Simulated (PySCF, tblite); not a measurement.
Isomers of C5H6OSi, one GFN2-xTB conformer each. Single-point energies are computed at PBE0/pcSseg-1 (PySCF, gas phase, no added dispersion term), electronic only.

Question: Rank them by PBE0/pcSseg-1 energy, lowest first (kJ/mol).
A. `[CH:1]#[C:2][SiH2:3][C:4](=[CH2:5])[CH:6]=[O:7]` with C2–Si3–C4–C5 0°, Si3–C4–C6–O7 0°
B. `C#C[C@H]1C[SiH2]C1=O`

Answer: A (0.0), B (44.2).

As drawn, the lower has a C=C bond outside aromatic rings, which the higher lacks; the higher has a four-membered ring, which the lower lacks. GFN2-xTB itself gives, in the same order: 40.3, 0.0. GFN2-xTB puts C#C[C@H]1C[SiH2]C1=O lowest instead.

Question: Which frontier levels, dipoles and rotational constants go with these structures?

Answer: 
| SMILES | HOMO (eV, PBE0/pcSseg-1) | LUMO (eV) | dipole (D) | A, B, C (MHz) |
| --- | --- | --- | --- | --- |
| C#C[SiH2]C(=C)C=O | -7.71 | -2.07 | 3.29 | 4705, 1322, 1045 |
| C#C[C@H]1C[SiH2]C1=O | -6.77 | -1.62 | 2.88 | 3659, 1742, 1311 |

Question: What happens when harmonic zero-point energies from GFN2-xTB frequencies are added?

Answer: 
```tsv
SMILES	ZPE (kJ/mol)	electronic (kJ/mol)	with ZPE (kJ/mol)
C#C[SiH2]C(=C)C=O	221.6	0.0	0.0
C#C[C@H]1C[SiH2]C1=O	228.1	44.2	50.8
```

The zero-point energies span 6.5 kJ/mol. The order is unchanged.
